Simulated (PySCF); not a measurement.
Compound: CH6F2Ge2.
Atom-mapped SMILES: `[F:1][GeH2:2][C@H:3]([F:4])[GeH3:5]` (hydrogens: H6, H7 on Ge2; H8 on C3; H9, H10, H11 on Ge5)

Method used: PBE0-D3(BJ)/def2-SVP geometry optimisation, gas phase (PySCF).

Some entries are withheld. Bonds in one row agree within 0.01 Å.

| coordinate | value |
| --- | --- |
| F1–Ge2 | 1.748 Å |
| Ge2–C3 | ? |
| C3–F4 | ? |
| C3–Ge5 | ? |
| Ge2–H6 | 1.536 Å |
| Ge2–H7 | 1.538 Å |
| C3–H8 | 1.104 Å |
| Ge5–H9, Ge5–H10, Ge5–H11 | 1.538 Å |
| F1–Ge2–C3 | 105.2° |
| F1–Ge2–H6 | 107.4° |
| F1–Ge2–H7 | 106.2° |
| C3–Ge2–H6 | 111.2° |
| C3–Ge2–H7 | 113.1° |
| H6–Ge2–H7 | ? |
| Ge2–C3–F4 | 107.8° |
| Ge2–C3–Ge5 | 113.9° |
| Ge2–C3–H8 | 107.4° |
| F4–C3–Ge5 | ? |
| F4–C3–H8 | 108.9° |
| Ge5–C3–H8 | 109.5° |
| C3–Ge5–H9 | ? |
| C3–Ge5–H10 | ? |
| H9–Ge5–H10 | 110.7° |
| H9–Ge5–H11 | 109.9° |

Problem. Estimate the withheld lengths and angles.

Solution. 
- Ge2–C3 = 1.967 Å, drawn single (ends: germanium bonded to C, F and 2 H; sp3 C–F carbon); 0.01 Å above the sum of covalent radii, 1.96 Å.
- C3–F4 = 1.391 Å, drawn single (sp3 C–F carbon to alkyl fluorine); 0.06 Å above the sum of covalent radii, 1.33 Å.
- C3–Ge5 = 1.975 Å, drawn single (ends: sp3 C–F carbon; germanium bonded to C and 3 H); 0.01 Å above the sum of covalent radii, 1.96 Å.
- H6–Ge2–H7 = 113.1°, at the germanium bonded to C, F and 2 H; the outer atoms are 2.565 Å apart.
- F4–C3–Ge5 = 109.1°, at the sp3 C–F carbon; the outer atoms are 2.763 Å apart.
- C3–Ge5–H9 = 108.1°, at the germanium bonded to C and 3 H; the outer atoms are 2.856 Å apart.
- C3–Ge5–H10 = 109.8°, at the germanium bonded to C and 3 H; the outer atoms are 2.884 Å apart.

Radii are Cordero's, carbon taken as 0.76, 0.73 or 0.69 Å for four, three, and two or fewer neighbours.

No PBE0-D3(BJ)/def2-SVP frequencies stand behind this structure, so it isn't proved a minimum. The numbers are those of one conformer (F1–Ge2–C3–F4 -155°).

Time: 70 s; peak memory 0.54 GiB. Hardware: Arm Neoverse V2, one thread, no GPU (shared host). That covers the optimisation of the geometry.
